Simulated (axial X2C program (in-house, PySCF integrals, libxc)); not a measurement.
**Rh: configurations by level of theory**

Computed with an in-house all-electron X2C program for linear molecules (integrals from PySCF), basis dyall-cv3z (cores contracted in-house), spin-free (one-electron X2C) and two-component (2c, atomic mean-field Coulomb and Gaunt terms). Energies in eV from the lowest row of each column (rows without correlated energies are left out; n/a marks j-coupled starts, which PBE0 does not hold); electrons by l are Mulliken totals of the Hartree–Fock solution, and PBE0 can relax to another configuration under the same block occupation. Coupled cluster uses truncated natural virtuals with an MP2 remainder. Frozen shells in the correlated columns: 4 s, 3 p, 1 d.

Spin-free determinants:

| electrons by l | M_S, M_L | HF | MP2 | CCSD(T) | PBE0 |
| --- | --- | --- | --- | --- | --- |
| s9 p18 d18 | 3/2, 2 | 0.00 | 0.00 | 0.00 | 0.00 |
| s9 p18 d18 | 3/2, 3 | 0.08 | 0.05 | 0.06 | 0.19 |
| s9 p18 d18 | 3/2, 0 | 0.20 | 0.16 | 0.12 | 0.07 |
| s9 p18 d18 | 3/2, 1 | 0.66 | 0.46 | 0.36 | 0.34 |
| s8.3 p18 d18.6 | 1/2, 2 | 1.41 | 0.15 | 0.37 | 0.30 |
| s8 p18 d19 | 1/2, 0 | 1.51 | 0.18 | 0.42 | 0.35 |
| s8 p18 d19 | 1/2, 1 | 1.59 | 0.23 | 0.47 | 0.39 |
| s8.1 p18 d18.9 | 1/2, 2 | 1.64 | 0.25 | 0.50 | 0.50 |

Two-component determinants:

```csv
electrons by l,2M_J,HF,MP2,CCSD(T),PBE0
s9 p18 d18,7,0.00,0.00,0.00,0.00
s9 p18 d18,9,0.03,0.00,0.02,0.13
s9 p18 d18,3,0.28,0.24,0.19,0.19
s9 p18 d18,1,0.23,0.23,0.22,0.26
s9 p18 d18,3,0.39,0.35,0.35,0.52
s9 p18 d18,5,0.66,0.47,0.36,0.39
s8 p18 d19,1,1.55,0.21,0.45,0.46
```

Ground level as tabulated from the NIST Atomic Spectra Database (leading term): 2S+1 = 4, L = 3, J = 9/2.

Spin-free rows of one term, and 2c rows of one J level, should be degenerate; broken spherical symmetry, the missing current term of PBE0 and determinants that mix terms or J levels spread them. The search is wide but not exhaustive and can miss a configuration; gaps between s and d configurations can be off by some tenths of an eV with this basis and core.

The run took 6.9 min on 1 thread of Intel(R) Xeon(R) Processor @ 2.30GHz (shared host).
